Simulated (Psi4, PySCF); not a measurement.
CH5BO, singlet, at a GFN2-xTB geometry. Base run: BLYP/6-31G, TDDFT run with PySCF.

The PySCF input:
```python
from pyscf import gto, scf, dft, tdscf

mol = gto.M(
    atom='''
B    -0.284439    0.107696    1.267320
H    -1.175343    0.522671    1.904462
H     0.676808   -0.367679    1.765657
O    -0.428169    0.207539   -0.041433
C     0.514637   -0.225261   -0.988191
H     1.397500   -0.662278   -0.513068
H     0.044465   -0.969866   -1.635163
H     0.816297    0.629928   -1.597881
''',
    basis='6-31g',
    charge=0,
    spin=0,
    verbose=4,
)

mf = dft.RKS(mol)
mf.xc = 'blyp'
mf.kernel()
td = mf.TDDFT()
td.nstates = 5
td.kernel()
td.analyze()
```

Programs used: Psi4, PySCF; a row that names a program was run with it.

Each row names what was changed in the base input (with any setting that the change needs).

| change | first excitation (eV) | oscillator strength of the first | second (eV) |
|---|---|---|---|
| base | 6.16 | 0.001 | 7.89 |
| code = psi4 | 6.16 | 0.001 | 7.89 |
| basis = 6-31G* | 6.31 | 0.000 | 7.90 |
| nstates = 2 | 6.16 | 0.001 | 7.89 |
| functional = camb3lyp | 6.52 | 0.001 | 8.67 |
| nstates = 10 | 6.16 | 0.001 | 7.89 |
| nstates = 15 | 6.16 | 0.001 | 7.89 |
| functional = pbe0 | 6.48 | 0.001 | 8.46 |
| functional = lc_wpbe | 6.59 | 0.001 | 8.92 |
| guess vectors = 13 for 5 states | 6.16 | 0.001 | 7.89 |
| functional = bhandhlyp | 6.85 | 0.000 | 9.05 |

An iterative solver can miss low states, so a row lists the states that it found.
